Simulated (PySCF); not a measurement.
**Electron correlation in Ca⁺ (calcium, charge +1)**

Starting occupation: [Ar] 4s1, 4s1/2 with m_j = +1/2. Calculation: PySCF 2.14, in x2c-SVPall-2c (5s5p2d, 30 functions); X2C-1e with screened-nucleus spin-orbit coupling, Gaussian nucleus. Frozen: [Ne]; 9 electrons correlated; the 6 highest virtual spinors left out.

MP2 pair energies summed by pair of shells (mhartree):

| pair | energy | share (%) |
| --- | --- | --- |
| 3p1/2-3p3/2 | -43.25 | 39.2 |
| 3p3/2-3p3/2 | -42.24 | 38.3 |
| 3p1/2-3p1/2 | -10.24 | 9.3 |
| 3p3/2-4s1/2 | -6.08 | 5.5 |
| 3s1/2-3s1/2 | -3.06 | 2.8 |
| 3p1/2-4s1/2 | -2.86 | 2.6 |
| 3p3/2-3s1/2 | -1.66 | 1.5 |
| 3p1/2-3s1/2 | -0.85 | 0.8 |
| 3s1/2-4s1/2 | -0.19 | 0.2 |

Total MP2 correlation energy: -110.43 mhartree.

This basis was not built for core-valence correlation, so the inner-shell part is incomplete.
